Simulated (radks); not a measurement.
The numbers below are computed, except where a source is named.
Removal energies from the chlorine ion Cl3+, [Ne] 3s2 3p(1/2: 2, 3/2: 0), by Delta-SCF beside the eigenvalue of the level emptied. Level of theory: Dirac Kohn-Sham, BLYP, spin-unpolarised, spherical densities, finite nucleus; Fermi nuclear charge, rms radius of each element as measured or else 0.836 A^(1/3) + 0.57 fm (a radial shooting solver on a logarithmic mesh with Libxc functionals). Sub-shells are occupied by j as written (lower j first in brackets).

removed from                                 final configuration  Delta-SCF (eV)  -eigenvalue (eV)
3p1/2                                [Ne] 3s2 3p(1/2: 1, 3/2: 0)          52.258            45.085
3s1/2                                [Ne] 3s1 3p(1/2: 2, 3/2: 0)          66.342            58.686
2p3/2         [He] 2s2 2p(1/2: 2, 3/2: 3) 3s2 3p(1/2: 2, 3/2: 0)          258.91            236.13
2p1/2         [He] 2s2 2p(1/2: 1, 3/2: 4) 3s2 3p(1/2: 2, 3/2: 0)          260.73            237.84
